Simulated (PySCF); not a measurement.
H₂MgSe₂, singlet, at a GFN2-xTB geometry (such geometries of metal compounds can be far from the true shape); DF-PBE/6-31G** (PySCF).

Here is a job for PySCF.
```python
from pyscf import gto, scf, dft

mol = gto.Mole()
mol.atom = '''
    Mg    0.450430   -0.485776   -0.196969
    Se    0.675712    1.480717   -1.568291
    H     1.750750    1.087219   -2.430161
    Se   -0.876894   -1.265708    1.654595
    H    -0.315734   -2.568210    1.859426
'''
mol.basis = '6-31g**'
mol.charge = 0
mol.spin = 0
mol.verbose = 4
mol.max_memory = 1800
mol.build()

mf = dft.RKS(mol)
mf.xc = 'pbe'
mf = mf.density_fit(auxbasis='def2-universal-jkfit')
mf.kernel()
```

Question: Predict the main parts of the log of this PySCF run.

Answer: 
```
PySCF version 2.14.0

[INPUT] verbose = 4
[INPUT] num. atoms = 5
[INPUT] num. electrons = 82
[INPUT] charge = 0
[INPUT] spin (= nelec alpha-beta = 2S) = 0
[INPUT] symmetry False subgroup None
[INPUT] Mole.unit = angstrom
[INPUT] Symbol           X                Y                Z      unit          X                Y                Z       unit  Magmom
[INPUT]  1 Mg     0.450430000000  -0.485776000000  -0.196969000000 AA    0.851189338288  -0.917983597887  -0.372217465029 Bohr   0.0
[INPUT]  2 Se     0.675712000000   1.480717000000  -1.568291000000 AA    1.276910619082   2.798149597988  -2.963640473620 Bohr   0.0
[INPUT]  3 H      1.750750000000   1.087219000000  -2.430161000000 AA    3.308438012582   2.054546147424  -4.592338728599 Bohr   0.0
[INPUT]  4 Se    -0.876894000000  -1.265708000000   1.654595000000 AA   -1.657089500274  -2.391841473671   3.126731397075 Bohr   0.0
[INPUT]  5 H     -0.315734000000  -2.568210000000   1.859426000000 AA   -0.596650788213  -4.853213530369   3.513805888896 Bohr   0.0

nuclear repulsion = 351.02670560657
number of shells = 38
number of NR pGTOs = 255
number of NR cGTOs = 92
basis = 6-31g**
ecp = {}

******** <class 'pyscf.df.df_jk.DFRKS'> ********
method = DFRKS
initial guess = minao
damping factor = 0
level_shift factor = 0
DIIS = <class 'pyscf.scf.diis.CDIIS'>
diis_start_cycle = 1
diis_space = 8
diis_damp = 0
SCF conv_tol = 1e-09
SCF conv_tol_grad = None
SCF max_cycles = 50
direct_scf = False
XC library pyscf.dft.libxc version 7.1.2
    S. Lehtola, C. Steigemann, M. J. T. Oliveira, and M. A. L. Marques,  SoftwareX 7, 1–5 (2018)
XC functionals = pbe
    J. P. Perdew, K. Burke, and M. Ernzerhof,  Phys. Rev. Lett. 77, 3865 (1996)
    J. P. Perdew, K. Burke, and M. Ernzerhof,  Phys. Rev. Lett. 78, 1396 (1997)
    J. P. Perdew, K. Burke, and M. Ernzerhof,  Phys. Rev. Lett. 77, 3865 (1996)
    J. P. Perdew, K. Burke, and M. Ernzerhof,  Phys. Rev. Lett. 78, 1396 (1997)
radial grids:
    Treutler-Ahlrichs [JCP 102, 346 (1995); DOI:10.1063/1.469408] (M4) radial grids

becke partition: Becke, JCP 88, 2547 (1988); DOI:10.1063/1.454033
pruning grids: <function nwchem_prune>
grids dens level: 3
symmetrized grids: False
atomic radii adjust function: <function treutler_atomic_radii_adjust>
small_rho_cutoff = 0
Set gradient conv threshold to 3.16228e-05
Initial guess from minao.
tot grids = 79048
init E= -5001.39497018864
  HOMO = -0.275022113701732  LUMO = -0.104296242682581  gap/eV = 4.64569
cycle= 1 E= -5002.94151358477  delta_E= -1.55  |g|= 0.395  |ddm|= 2.37
  HOMO = -0.146588256390317  LUMO = -0.102330641827734  gap/eV = 1.20431
cycle= 2 E= -5002.79408457455  delta_E= 0.147  |g|= 0.681  |ddm|=  1.9
  HOMO = -0.200917110449271  LUMO = -0.0923793912905948  gap/eV = 2.95346
cycle= 3 E= -5003.0066388901  delta_E= -0.213  |g|= 0.137  |ddm|= 1.26
  HOMO = -0.20452453073587  LUMO = -0.101683322640952  gap/eV = 2.79845
cycle= 4 E= -5003.00936206377  delta_E= -0.00272  |g|= 0.0146  |ddm|= 0.13
  HOMO = -0.203702595689676  LUMO = -0.102311292564329  gap/eV = 2.75900
cycle= 5 E= -5003.00940998768  delta_E= -4.79e-05  |g|= 0.00951  |ddm|= 0.0354
  HOMO = -0.204076860937011  LUMO = -0.102886845023579  gap/eV = 2.75352
cycle= 6 E= -5003.0094428651  delta_E= -3.29e-05  |g|= 0.00162  |ddm|= 0.0158
  HOMO = -0.204198427300234  LUMO = -0.102804781646056  gap/eV = 2.75906
cycle= 7 E= -5003.00944429767  delta_E= -1.43e-06  |g|= 0.000163  |ddm|= 0.00325
  HOMO = -0.204204641623079  LUMO = -0.102805394233942  gap/eV = 2.75921
cycle= 8 E= -5003.00944430742  delta_E= -9.75e-09  |g|= 5.49e-05  |ddm|= 0.000279
  HOMO = -0.204210368334806  LUMO = -0.102811186700335  gap/eV = 2.75921
cycle= 9 E= -5003.00944430829  delta_E= -8.69e-10  |g|= 1.13e-05  |ddm|= 8.63e-05
  HOMO = -0.20421016778432  LUMO = -0.102808789489356  gap/eV = 2.75927
Extra cycle  E= -5003.00944430825  delta_E= 4.37e-11  |g|= 1.43e-05  |ddm|= 4.37e-05
converged SCF energy = -5003.00944430825
```
